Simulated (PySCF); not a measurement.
C4H2Se: core ionisation energies

Compound: Se(CCH)2, C₄H₂Se.
Structure used (PBE0-D3(BJ)/def2-SVP), in Å, numbered top down from 1:
```xyz
7
C4H2Se angstrom
Se     0.000    0.031   -1.609
C      1.392   -0.005   -0.424
C      2.371   -0.029    0.294
H      3.234   -0.050    0.934
C     -1.392    0.022   -0.423
C     -2.371    0.018    0.294
H     -3.234    0.013    0.935
```

Computed with PySCF 2.14.0, delta-SCF UKS SCAN, pcX-2 on the ionised atom, pcseg-1 elsewhere, spin-free X2C. These are vertical core ionisation energies against the vacuum level, from separate self-consistent calculations with and without the core hole.

**Question.** Give the core binding energies atom by atom.

**Answer.** 
```json
{"atom(s)": "C2/C5", "environment": "carbon bonded to C and Se", "level": "C 1s", "binding energy (eV)": "291.00", "above the level's lowest (eV)": "+0.53", "count": "2"}
{"atom(s)": "C3/C6", "environment": "carbon bonded to C and H", "level": "C 1s", "binding energy (eV)": "290.47", "above the level's lowest (eV)": "0.00", "count": "2"}
```

Lowest listed C 1s: C3/C6, bonded to C and H. Highest, 0.53 eV above it: C2/C5, bonded to Se and C.

**Question.** Express the binding energy of C 1s of C2/C5 in atomic units and per mole.

**Answer.** 291.00 eV = 10.6941 Eh = 28077 kJ/mol.

Atoms equivalent by their bonding share one computed value, that of the first of them. Spin contamination (⟨S²⟩ against 0.75 for a pure doublet) is marked for C 1s of C2/C5 (0.86), which makes this value less certain. No level of selenium is listed. Geometry: PBE0-D3(BJ)/def2-SVP; no solvent, vibrations or thermal averaging.

Time: 5.4 s. Hardware: one thread, x86-64 server, shared host.
